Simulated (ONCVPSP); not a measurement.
# iron (Fe) ONCV: all-electron and pseudo phase curves

Fe (Z = 26), optimised norm-conserving Vanderbilt (ONCV), made with ONCVPSP 4.0.1 (PBE, scalar-relativistic). Core [Ar], reference 3d7 4s1. Waves: 4s: rc 2.00 bohr, ncon 4, nbas 7, qcut 3.1 1/bohr, 2 projectors, debl 1.8 Ha; p scattering state at 0.06 Ha: rc 1.90 bohr, ncon 4, nbas 7, qcut 4 1/bohr, 3 projectors, debl 2 Ha; 3d: rc 1.00 bohr, ncon 4, nbas 8, qcut 13.9 1/bohr, 2 projectors, debl 1.1 Ha. Local part: polynomial inside 0.70 bohr (lpopt 5, dvloc0 0 Ha). Core correction: Teter function, fcfact 3.75, rcfact 1.3.

The phase is arctan(r·R′/R) of the radial function R(r), unwrapped; energies in Ha, scanned from -2 to 5 Ha. A pole is an energy at which the radial function vanishes at the test radius. The pseudo phase is shifted by a multiple of π to meet the all-electron one at the reference energy, and phase errors are pseudo minus all-electron; the curves can meet again beyond the range given. Levels narrower than the energy grid can be missing from the lists of poles. Where the grid stepped over a known ghost or core level, its pole and its step of π were put in at the level’s energy.

Question: For each channel, where are the poles, and over which energies does the pseudopotential scatter like the atom?

Answer:

| channel | radius (bohr) | reference energy (Ha) | poles, all-electron | poles, pseudo | unbroken range about the reference energy with phases within 0.05 rad | phase error 1 Ha above the reference energy (rad) |
| --- | --- | --- | --- | --- | --- | --- |
| s | 2.03 | -0.16 | 2.30 | 2.28, 4.21 | below 3.2 | -0.001 |
| p | 1.93 | 0.06 | -1.96, 3.50 | -1.96, -1.89, 3.50 | above -1.8 | +0.000 |
| d | 1.02 | -0.14 | 2.61 | 2.61 | the whole range | -0.000 |

Note: ghosts flagged at negative energy: s at -197.4 eV, p at -53.4 eV; GHOST(+) flagged for s at 99.9 eV. A true bound ghost makes a file unfit for plane-wave use.

Phases in the d channel:

| E (Ha) | all-electron | pseudo |
| --- | --- | --- |
| -1.98 | 0.324 | 0.324 |
| -1.80 | 0.204 | 0.204 |
| -1.62 | 0.071 | 0.071 |
| -1.44 | -0.072 | -0.072 |
| -1.26 | -0.222 | -0.222 |
| -1.08 | -0.372 | -0.372 |
| -0.90 | -0.516 | -0.516 |
| -0.72 | -0.649 | -0.649 |
| -0.54 | -0.769 | -0.769 |
| -0.36 | -0.874 | -0.874 |
| -0.18 | -0.966 | -0.966 |
| 0.00 | -1.046 | -1.046 |
| 0.18 | -1.116 | -1.116 |
| 0.36 | -1.176 | -1.176 |
| 0.54 | -1.229 | -1.229 |
| 0.72 | -1.276 | -1.276 |
| 0.90 | -1.318 | -1.318 |
| 1.08 | -1.355 | -1.355 |
| 1.26 | -1.389 | -1.389 |
| 1.44 | -1.419 | -1.419 |
| 1.62 | -1.447 | -1.447 |
| 1.80 | -1.473 | -1.473 |
| 1.98 | -1.497 | -1.497 |
| 2.16 | -1.520 | -1.520 |
| 2.34 | -1.541 | -1.541 |
| 2.52 | -1.561 | -1.561 |
| 2.70 | -1.580 | -1.580 |
| 2.88 | -1.599 | -1.599 |
| 3.06 | -1.617 | -1.617 |
| 3.24 | -1.635 | -1.635 |
| 3.42 | -1.652 | -1.652 |
| 3.60 | -1.669 | -1.669 |
| 3.78 | -1.686 | -1.686 |
| 3.96 | -1.703 | -1.703 |
| 4.14 | -1.720 | -1.720 |
| 4.32 | -1.737 | -1.737 |
| 4.50 | -1.755 | -1.755 |
| 4.68 | -1.773 | -1.773 |
| 4.86 | -1.792 | -1.792 |
